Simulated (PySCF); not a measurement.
**Working with the constants of BSe**

ROHF-CCSD(T) constants of BSe, ²Σ⁺ (doublet), unpaired electrons σ ↑ (basis B jorge-DZP-DKH, Se jorge-DZP-DKH; spin-free X2C with a Gaussian nucleus; PySCF 2.14; masses 11.0093 and 79.9165 u):

| Item | Value |
| --- | --- |
| ωe | 1009.7 cm⁻¹ |
| ωexe | 4.92 cm⁻¹ |
| Be | 0.58095 cm⁻¹ |
| αe | 0.00381 cm⁻¹ |
| D (centrifugal) | 7.69e-07 cm⁻¹ |
| De to B + Se | 4.77 eV |

(1) Give the vibrational terms G(v) and spacings up to v = 6.

(2) How well does the Morse estimate ωe²/(4ωexe) reproduce De, and what is D0?

Correlated steps freeze 10 core orbitals. Correlated levels converge slowly with the basis: in double zeta they bind strong bonds too weakly, by up to about 1 eV, and carry superposition errors of some tenths. Spin–orbit coupling is left out. The state is the lowest determinant that a PBE0 search found; another state may lie lower at other levels.

Answers

(1) G(v) = ωe(v+½) − ωexe(v+½)².

```tsv
v	G(v) (cm⁻¹)	G(v) − G(v−1)	Bv (cm⁻¹)
0	503.6		0.5790
1	1503.5	999.9	0.5752
2	2493.5	990.0	0.5714
3	3473.7	980.2	0.5676
4	4444.0	970.3	0.5638
5	5404.5	960.5	0.5600
6	6355.2	950.7	0.5562
```

(2) It gives 6.42 eV, 135 % of the computed De. D0 = De − G(0) = 4.77 − 0.06 = 4.71 eV.
